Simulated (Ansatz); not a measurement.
Input file for Ansatz (an electronic-structure program): R-CCSD(T)/def2-SVP on H5NO2Sn (SMILES [NH2][SnH]([OH])[OH]), a point of a torsion scan. Elements past Kr take the def2 small-core potentials; no spin–orbit coupling. The run froze 12 orbitals, filled d shells among them.

Ansatz 0.2 input:
```yaml
crystal:
  periodic: [false, false, false]
  atoms:
    - {symbol: N, position_ang: [1.58405464, -0.52726925, 0.35887135]}
    - {symbol: Sn, position_ang: [-0.29550166, 0.15204544, 0.28487611]}
    - {symbol: O, position_ang: [-1.40352153, -1.09891241, 1.26473172]}
    - {symbol: O, position_ang: [-1.02305374, -0.01533370, -1.49723750]}
    - {symbol: H, position_ang: [2.24219342, 0.06619446, -0.13068280]}
    - {symbol: H, position_ang: [1.65176139, -1.44286765, -0.07427664]}
    - {symbol: H, position_ang: [-0.42911928, 1.70407392, 0.87316613]}
    - {symbol: H, position_ang: [-1.05863172, -1.38395495, 2.10885129]}
    - {symbol: H, position_ang: [-1.90545360, -0.38478873, -1.51443275]}
basis:
  gaussian:
    orbitals: def2-SVP
magnetization: {spin_polarized: false}
correlation: {method: ccsd_t, electrons: outside_noble_gas}
scf: {lower_state_search: off}
```

Program output:

```
WARN ansatz: RAYON_NUM_THREADS=1 ignored (pool sized by the plan → 1); use --threads N
Functional definition: HF
these checks for a lower state are left out or cut short: stability, starts, cluster_reference, orbital_swaps, neighbouring_geometries, increment
integrals: 0.11 GiB planned
1002 factors; integrals over basis functions are off by at most 9.2e-4 eV
mean field: 0.21 GiB planned
mean field evaluation 1: about -11430.7302 eV, gradient 5.4e1 eV
mean field evaluation 2: about -11430.7483 eV, gradient 5.4e1 eV
mean field evaluation 4: about -11436.3830 eV, gradient 2.8e0 eV
mean field evaluation 8: about -11436.4128 eV, gradient 4.9e-4 eV
mean field -11436.41275566 eV, -420.2804168916 hartree, gradient 2.6e-6 eV, S^2 0.000000; 0 other end points of the search recorded, 0 dependent functions left out
12 core orbitals not correlated
reference -11436.41275566 eV, -420.2804168916 hartree; 13, 13 occupied and 68, 68 virtual orbitals, 1002 factors
second order -17.47745684 eV of doubles, -0.00000000 eV of singles
coupled cluster: 0.30 GiB planned
cycle   1  -17.66667715 eV  change   -1.9e-1 eV  update   9.7e-2
cycle   2  -18.07741195 eV  change   -4.1e-1 eV  update   2.9e-2
cycle   3  -18.20406896 eV  change   -1.3e-1 eV  update   1.6e-2
cycle   4  -18.19841146 eV  change    5.7e-3 eV  update   3.5e-3
cycle   5  -18.19667017 eV  change    1.7e-3 eV  update   1.5e-3
cycle   6  -18.19708885 eV  change   -4.2e-4 eV  update   5.3e-4
cycle   7  -18.19685612 eV  change    2.3e-4 eV  update   1.8e-4
cycle   8  -18.19676581 eV  change    9.0e-5 eV  update   5.8e-5
cycle   9  -18.19676657 eV  change   -7.5e-7 eV  update   2.3e-5
perturbative correction -0.40346195 eV, -0.0148269532 hartree
Total energy: -11455.01298418 eV, -420.9639626819 hartree
Checks for a lower state left out: stability, starts, cluster_reference, orbital_swaps, neighbouring_geometries, increment
```

Self-consistency was reached.

Cost: around 8 core-seconds (rough).
